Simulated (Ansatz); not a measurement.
Ansatz (a first-principles code) input (RPA@PBE/cc-pV(T+d)Z):
A basis named .json is the Basis Set Exchange file of that set.

Ansatz 0.2 input:
```yaml
crystal:
  periodic: [false, false, false]
  atoms:
    - {symbol: N, position_ang: [2.09548363, 0.34716374, 0.27637639]}
    - {symbol: Si, position_ang: [0.95473084, -0.67173944, -0.53175599]}
    - {symbol: Si, position_ang: [-1.18536770, -0.28050120, 0.32972517]}
    - {symbol: N, position_ang: [-1.52953051, 1.37589245, -0.05418185]}
    - {symbol: H, position_ang: [1.90188824, 1.32804923, 0.40593754]}
    - {symbol: H, position_ang: [3.08418152, 0.15272967, 0.28142032]}
    - {symbol: H, position_ang: [1.44934003, -2.06863244, -0.36282097]}
    - {symbol: H, position_ang: [-2.11179037, -1.29133005, -0.25932118]}
    - {symbol: H, position_ang: [-1.31073721, -0.38116571, 1.80725165]}
    - {symbol: H, position_ang: [-2.28939791, 1.84742271, 0.41307632]}
    - {symbol: H, position_ang: [-1.45624001, 1.68290230, -1.01247405]}
basis:
  gaussian:
    orbitals: cc-pV_T+d_Z.json
hamiltonian:
  xc: pbe
magnetization: {spin_polarized: true, initial_magnetization: 1}
correlation: {method: rpa, electrons: outside_noble_gas}
```

Output:

```
Functional definition: PBE
integrals: 0.43 GiB planned
1366 factors; integrals over basis functions are off by at most 1.0e-3 eV
0.34 GiB of the device are held for the grids
1.29 GiB of device memory are held for the factors and their scratch space
mean field: 1.26 GiB planned
mean field evaluation 1: about -18822.2162 eV, gradient 6.8e1 eV
mean field evaluation 2: about -18822.2101 eV, gradient 6.8e1 eV
mean field evaluation 4: about -18836.1136 eV, gradient 2.2e1 eV
mean field evaluation 8: about -18839.4755 eV, gradient 3.0e-1 eV
mean field evaluation 16: about -18839.4736 eV, gradient 3.2e-4 eV
mean field evaluation 32: about -18807.4163 eV, gradient 4.0e1 eV
mean field -18839.47359344 eV, -692.3378847053 hartree, gradient 6.4e-6 eV, S^2 0.753392; 1 other end points of the search recorded, 0 dependent functions left out
12 core orbitals not correlated
reference -18799.84273211 eV, -690.8814774138 hartree; 13, 12 occupied and 211, 212 virtual orbitals, 1366 factors
Total energy: -18831.08625885 eV, -692.0296558439 hartree
```

It need not be the lowest isomer of its formula.
